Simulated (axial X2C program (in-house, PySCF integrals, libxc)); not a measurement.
Correcting the dissociation energy of As₂⁺ for spin–orbit coupling

A spin-free CCSD(T) curve (one-electron X2C) was computed with an in-house relativistic program for diatomic molecules, basis As dyall-cv3z [9s9p6d4f1g] (cores contracted in-house), for the state M_S = 1/2, Λ = 1 (beyond evenly filled blocks: π+α, π+β, π-α). It gives D0 = 3.754 eV to As+ + As, which in a spin-free picture are the weighted means of the ground terms.

Correlated methods: 9 electrons correlated (number of frozen shells: As 3 s, 2 p, 1 d), 267 virtual spin orbitals or spinors in MP2, 90 natural virtuals in coupled cluster.

Measured levels of the ground terms (NIST Handbook of Basic Atomic Spectroscopic Data), in cm⁻¹: As+ 3P: J = 0 at 0, J = 1 at 1063.5, J = 2 at 2541.3; As 4S: J = 3/2 at 0.

The two components of the molecular doublet are 1456 cm⁻¹ apart in the PBE0 2c search (Ω = 3/2 lower), so the lower one lies 728 cm⁻¹ under their mean.

Problem. How far does each ground level lie under the (2J+1)-weighted mean of its term?

Solution. As+: (1 × 0 + 3 × 1063.5 + 5 × 2541.3)/9 = 1766 cm⁻¹; As: a single level, 0.

Problem. Correct D0.

Solution. D0 = 3.754 + (728 − 1766)/8065.5 = 3.625 eV at CCSD(T) with these spin–orbit terms.

Second-order spin–orbit effects in the molecule, which grow quickly with Z, are left out. One determinant describes the state; a PBE0 search over occupations chose it and may have missed a lower one. De is counted from the lowest determinant-based energies of the atoms at the same level, without counterpoise correction. Coupled cluster ran in a truncated set of natural virtual spinors; the MP2 energy of the rest was added. (T) has no such correction and the atoms are truncated less, which lowers De at CCSD(T) by a hundredth of an eV or more.
